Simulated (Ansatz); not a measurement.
`[OH][Al]([F])[ZnH]` + NH₃ → `[NH2][Al]([OH])[F]` + `[ZnH2]` at 700 K and 1 bar (cleavage of the Al–Zn bond).

Calculated with Ansatz (gas phase, PBE0-D4/def2-TZVP geometries, no zero-point term in ΔE). CCSD(T)/CBS is the MP2 limit (def2-TZVPP, def2-QZVPP) plus CCSD(T) − MP2 in def2-TZVPP, frozen cores. This one scheme is used for every species. For Zn outer-core shells are correlated without core-valence functions, which leaves a few kJ/mol of doubt a bond. Scalar relativity is left out up to krypton. Each species was taken in one conformer, which may not be the lowest.

```
             species  CCSD(T)/CBS energy (Eh)  H − E (kJ/mol)  S (J/(mol·K))
`[OH][Al]([F])[ZnH]`              -2196.69547           121.4          427.9
                 NH₃                -56.50880           116.9          226.5
`[NH2][Al]([OH])[F]`               -473.67557           172.1          405.3
            `[ZnH2]`              -1779.54550            57.4          237.3
```

H − E and S are ideal-gas, rigid-rotor, harmonic terms from PBE0-D4/def2-TZVP, for one conformer and one mirror image of each species. 1 Eh = 2625.50 kJ/mol, R = 8.31446 J/(mol·K).

Problem. By hand: ΔE, ΔH, ΔS and ΔG.

Solution. ΔE = (-473.67557) + (-1779.54550) − (-2196.69547) − (-56.50880) = -0.01680 Eh = -44.1 kJ/mol. Δ(H − E) = 172.1 + 57.4 − 121.4 − 116.9 = -8.8, so ΔH = -52.9 kJ/mol. ΔS = 405.3 + 237.3 − 427.9 − 226.5 = -11.8 J/(mol·K). ΔG = -52.9 − 700 × (-11.8)/1000 = -44.6 kJ/mol.

Problem. By hand: the equilibrium constant, and the temperature at which ΔG would vanish if ΔH and ΔS stayed fixed.

Solution. log₁₀ K = −ΔG/(RT ln 10) = 3.3. ΔG = 0 at ΔH/ΔS = 4483 K, far beyond where these terms or the molecules hold.

The number of gas molecules stays the same, so ΔS is small and ΔH decides. A doubt of 5 kJ/mol in ΔE shifts log₁₀ K by 0.4 here. Other conformers and mirror images would add mixing entropy, several J/(mol·K) or more a flexible species. These are equilibria of isolated gas molecules and say nothing of rates. Largest T1 diagnostic: 0.016 (customary marks: 0.02 for closed shells, 0.045 for open ones).
